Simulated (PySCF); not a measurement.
```xyz
13

C     -2.4748    -0.5771    -0.5173
C     -1.1828    -0.4864    -0.2262
C     -0.4736     0.7798    -0.1885
C      0.8179     0.9347     0.0964
Si     2.1281    -0.3254     0.5284
Cl     1.4746     2.5614     0.0864
H     -3.0648     0.3027    -0.7436
H     -2.9832    -1.5306    -0.5417
H     -0.6211    -1.3857    -0.0069
H     -1.0644     1.6626    -0.4150
H      2.6692    -0.0036     1.8629
H      1.5648    -1.6901     0.5369
H      3.2099    -0.2422    -0.4717
```

Charge 0, multiplicity 1.

**Question.** Give the Mulliken and meta-Löwdin atomic charges from CAM-B3LYP-D3(BJ)/def2-TZVP in PySCF.

**Answer.** 
```tsv
atom	Mulliken (e)	meta-Löwdin (e)
C1	-0.29	-0.25
C2	-0.08	-0.10
C3	-0.13	-0.09
C4	-0.01	-0.22
Si5	0.24	0.53
Cl6	-0.11	-0.07
H7	0.12	0.12
H8	0.13	0.13
H9	0.12	0.12
H10	0.13	0.13
H11	-0.03	-0.09
H12	-0.05	-0.10
H13	-0.03	-0.09
```
